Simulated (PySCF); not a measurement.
**Static response to an electric field**

ZnMe(NH2), CH₅NZn (singlet state).
Structure used (PBE0-D3(BJ)/def2-SVP), in Å, numbered top down from 1:
```
atom  x, y, z in Å
Zn1   -0.0086   -0.0357   -0.3075
C2    -0.0133   -0.0166    1.6265
H3     0.0519    1.0082    2.0247
H4     0.8394   -0.5864    2.0297
H5    -0.9326   -0.4726    2.0278
N6     0.0159   -0.1786   -2.1254
H7     0.8417    0.1411   -2.6252
H8    -0.7943    0.1405   -2.6505
```

Level: PBE0/def2-SVPD (PySCF), static field, nuclei fixed, core orbitals frozen in the response. The polarisability tensor in these axes (au):

```
x   38.97 -0.02 -0.16
y   -0.02 40.49  1.48
z   -0.16  1.48 61.75
```

Task: Diagonalise the tensor; give its mean and Δα, where Δα² is half the sum of the squared differences of the eigenvalues.

Result: Principal values 38.97, 40.39 and 61.86 au; mean 47.07 au = 6.98 Å³ = 7.76 × 10⁻⁴⁰ C²·m²/J; Δα = 22.21 au (47 % of the mean).

Task: What is the dipole moment, and where does it point?

Result: (-0.02, 0.82, 0.14) D, 0.84 D in size, pointing from the negative to the positive side. Measured along this direction, the outermost atoms are N6 at the negative end and H3 at the positive end.

Task: In a dilute gas of rigid molecules at 273 K, how does the orientational term μ²/3kT compare with the electronic polarisability?

Result: In Gaussian units μ²/3kT = 6.18 Å³ against 6.98 Å³, a ratio of 0.89; the Debye molar polarisation (4π/3)N_A(α + μ²/3kT) is 33.2 cm³/mol, leaving out the vibrational part.

Task: What molar refraction does this α imply?

Result: Lorentz–Lorenz: R = (4π/3)N_A α = 2.5225 cm³/(mol·Å³) × 6.98 Å³ = 17.6 cm³/mol, in the limit of long wavelengths.

Task: Refractivity n − 1 of an ideal gas of it at 500 K and 1 atm, from the electronic α?

Result: N = p/kT = 1.4678 × 10¹⁹ cm⁻³, so n − 1 = 2π × N × 6.98 × 10⁻²⁴ cm³ = 643 × 10⁻⁶ at long wavelengths.

Task: Sum over states: ᾱ = Σ f/ω², ω in Eh. What share falls to these 15 lowest TDDFT singlets (eV, f)? 5.30, 0.0706; 5.42, 0.0019; 6.24, 0.0265; 6.73, 0.0194; 6.94, 0.0499; 7.02, 0.2510; 7.43, 0.1163; 8.03, 0.0022; 8.16, 0.0120; 8.44, 0.0039; 8.60, 0.0561; 8.86, 0.0789; 8.89, 0.0449; 9.13, 0.0017; 9.18, 0.1220.

Result: They add up to 11.85 au, 25.2 % of the 47.07 au; the largest single term is 3.78 au, from the state at 7.02 eV. Terms in order: 1.86, 0.05, 0.50, 0.32, 0.77, 3.78, 1.56, 0.03, 0.13, 0.04, 0.56, 0.74, 0.42, 0.01, 1.07 au. Higher excitations give the rest. The strengths listed sum to 0.857.

Task: Rayleigh depolarisation ratio (linearly polarised light, static tensor)?

Result: ρ = 3Δα²/(45ᾱ² + 4Δα²) = 1480.1/(99709 + 1973.4) = 0.0146.

Isolated species at its PBE0-D3(BJ)/def2-SVP geometry, gas phase.
